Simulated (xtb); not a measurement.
Input for xtb: GFN2-xTB on SbC, 2S+1 = 2, a spin state set in the input, which need not be the lowest, a point of a bond scan (R = 1.794 Å).

```
$ xtb mol.xyz --gfn 2 --sp --chrg 0 --uhf 1
2

C      0.00000000     0.00000000     0.00000000
Sb     0.00000000     0.00000000     1.79350200
```

Program output:

```
[...]
           -------------------------------------------------
          |                Calculation Setup                |
           -------------------------------------------------



           -------------------------------------------------
          |                 G F N 2 - x T B                 |
           -------------------------------------------------

        Reference                      10.1021/acs.jctc.8b01176
      * Hamiltonian:
        H0-scaling (s, p, d)           1.850000    2.230000    2.230000
        zeta-weighting                 0.500000
      * Dispersion:
        s8                             2.700000
        a1                             0.520000
        a2                             5.000000
        s9                             5.000000
      * Repulsion:
        kExp                           1.500000    1.000000
        rExp                           1.000000
      * Coulomb:
        alpha                          2.000000
        third order                    shell-resolved
        anisotropic                    true
        a3                             3.000000
        a5                             4.000000
        cn-shift                       1.200000
        cn-exp                         4.000000
        max-rad                        5.000000


          ...................................................
          :                      SETUP                      :
          :.................................................:
          :  # basis functions                  14          :
          :  # atomic orbitals                  13          :
          :  # shells                            5          :
          :  # electrons                         9          :
          :  max. iterations                   250          :
          :  Hamiltonian                  GFN2-xTB          :
          :  restarted?                      false          :
          :  GBSA solvation                  false          :
          :  PC potential                    false          :
          :  electronic temp.          300.0000000     K    :
          :  accuracy                    1.0000000          :
          :  -> integral cutoff          0.2500000E+02      :
          :  -> integral neglect         0.1000000E-07      :
          :  -> SCF convergence          0.1000000E-05 Eh   :
          :  -> wf. convergence          0.1000000E-03 e    :
          :  Broyden damping             0.4000000          :
          :  net charge                          0          :
          :  unpaired electrons                  1          :
          ...................................................

 iter      E             dE          RMSdq      gap      omega  full diag
   1     -4.0419793 -0.404198E+01  0.270E+01    2.39       0.0  T
   2     -3.2279035  0.814076E+00  0.267E+01    3.93       1.0  T
   3     -3.5019431 -0.274040E+00  0.181E+01    2.45       1.0  T
   4     -4.1854511 -0.683508E+00  0.116E+01    2.78       1.0  T
   5     -4.2044743 -0.190232E-01  0.444E+00    2.77       1.0  T
   6     -4.2149309 -0.104565E-01  0.318E+00    2.73       1.0  T
   7     -4.2146769  0.254001E-03  0.286E+00    2.73       1.0  T
   8     -4.2165628 -0.188591E-02  0.231E-01    2.72       1.0  T
   9     -4.2165884 -0.256437E-04  0.426E-02    2.72       1.7  T
  10     -4.2165894 -0.961905E-06  0.264E-02    2.72       2.7  T
  11     -4.2165897 -0.292815E-06  0.935E-03    2.72       7.6  T
  12     -4.2165897 -0.321979E-07  0.362E-03    2.72      19.5  T
  13     -4.2165897 -0.498183E-09  0.280E-03    2.72      25.3  T
  14     -4.2165897 -0.139412E-08  0.183E-04    2.72     386.4  T
  15     -4.2165897 -0.153699E-10  0.642E-05    2.72    1101.3  T

   *** convergence criteria satisfied after 15 iterations ***

         #    Occupation            Energy/Eh            Energy/eV
      -------------------------------------------------------------
         1        2.0000           -0.7779335             -21.1686
         2        2.0000           -0.4972470             -13.5308
         3        1.9925           -0.3614314              -9.8350
         4        1.9925           -0.3614314              -9.8350
         5        1.0151           -0.3528254              -9.6009 (HOMO)
         6                         -0.2529655              -6.8835 (LUMO)
         7                         -0.2529655              -6.8835
         8                         -0.0411949              -1.1210
         9                         -0.0098358              -0.2676
        10                         -0.0098358              -0.2676
       ...                                ...                  ...
        13                          0.5476067              14.9011
      -------------------------------------------------------------
                  HL-Gap            0.0998599 Eh            2.7173 eV
             Fermi-level           -0.3298455 Eh           -8.9756 eV

 SCC (total)                   0 d,  0 h,  0 min,  0.004 sec
 SCC setup                      ...        0 min,  0.000 sec (  2.891%)
 Dispersion                     ...        0 min,  0.000 sec (  1.048%)
 classical contributions        ...        0 min,  0.000 sec (  0.757%)
 integral evaluation            ...        0 min,  0.000 sec (  8.703%)
 iterations                     ...        0 min,  0.003 sec ( 70.290%)
 molecular gradient             ...        0 min,  0.001 sec ( 12.833%)
 printout                       ...        0 min,  0.000 sec (  3.012%)

         :::::::::::::::::::::::::::::::::::::::::::::::::::::
         ::                     SUMMARY                     ::
         :::::::::::::::::::::::::::::::::::::::::::::::::::::
         :: total energy              -4.156925758640 Eh    ::
         :: gradient norm              0.134654508933 Eh/a0 ::
         :: HOMO-LUMO gap              2.717326359597 eV    ::
         ::.................................................::
         :: SCC energy                -4.216589723181 Eh    ::
         :: -> isotropic ES            0.003436999531 Eh    ::
         :: -> anisotropic ES          0.003079925837 Eh    ::
         :: -> anisotropic XC         -0.003596554363 Eh    ::
         :: -> dispersion             -0.000792541279 Eh    ::
         :: repulsion energy           0.059663964541 Eh    ::
         :: add. restraining           0.000000000000 Eh    ::
         :: total charge              -0.000000000000 e     ::
         :::::::::::::::::::::::::::::::::::::::::::::::::::::

           -------------------------------------------------
          |                Property Printout                |
           -------------------------------------------------

    * Orbital Energies and Occupations

         #    Occupation            Energy/Eh            Energy/eV
      -------------------------------------------------------------
         1        2.0000           -0.7779335             -21.1686
         2        2.0000           -0.4972470             -13.5308
         3        1.9925           -0.3614314              -9.8350
         4        1.9925           -0.3614314              -9.8350
         5        1.0151           -0.3528254              -9.6009 (HOMO)
         6                         -0.2529655              -6.8835 (LUMO)
         7                         -0.2529655              -6.8835
         8                         -0.0411949              -1.1210
         9                         -0.0098358              -0.2676
        10                         -0.0098358              -0.2676
        11                          0.0590366               1.6065
        12                          0.0590366               1.6065
        13                          0.5476067              14.9011
Note: The following floating-point exceptions are signalling: IEEE_DENORMAL
normal termination of xtb
      -------------------------------------------------------------
                  HL-Gap            0.0998599 Eh            2.7173 eV
             Fermi-level           -0.3298455 Eh           -8.9756 eV

     #   Z          covCN         q      C6AA      α(0)
     1   6 C        0.909    -0.198    41.981    10.842
     2  51 Sb       0.909     0.198   440.039    41.819

 Mol. C6AA /au·bohr⁶  :        749.962103
 Mol. C8AA /au·bohr⁸  :      63363.406988
 Mol. α(0) /au        :         52.661272


Wiberg/Mayer (AO) data.
largest (>0.10) Wiberg bond orders for each atom

 ---------------------------------------------------------------------------
     #   Z sym  total        # sym  WBO       # sym  WBO       # sym  WBO
 ---------------------------------------------------------------------------
     1   6 C    3.061 --     2 Sb   3.061
     2  51 Sb   3.061 --     1 C    3.061
 ---------------------------------------------------------------------------

Topologies differ in total number of bonds
Writing topology from bond orders to xtbtopo.mol

molecular dipole:
                 x           y           z       tot (Debye)
 q only:        0.000       0.000       0.670
   full:       -0.000       0.000       1.545       3.927
molecular quadrupole (traceless):
                xx          xy          yy          xz          yz          zz
 q only:       -1.136       0.000      -1.136       0.000       0.000       2.272
  q+dip:       -4.417       0.000      -4.417       0.000       0.000       8.835
   full:       -2.745      -0.000      -2.745      -0.000       0.000       5.489


           -------------------------------------------------
          | TOTAL ENERGY               -4.156925758640 Eh   |
          | GRADIENT NORM               0.134654508933 Eh/α |
          | HOMO-LUMO GAP               2.717326359597 eV   |
           -------------------------------------------------

------------------------------------------------------------------------
------------------------------------------------------------------------
 total:
 SCF:
```

The run finished.

Cost: very roughly 0.06 core-seconds.
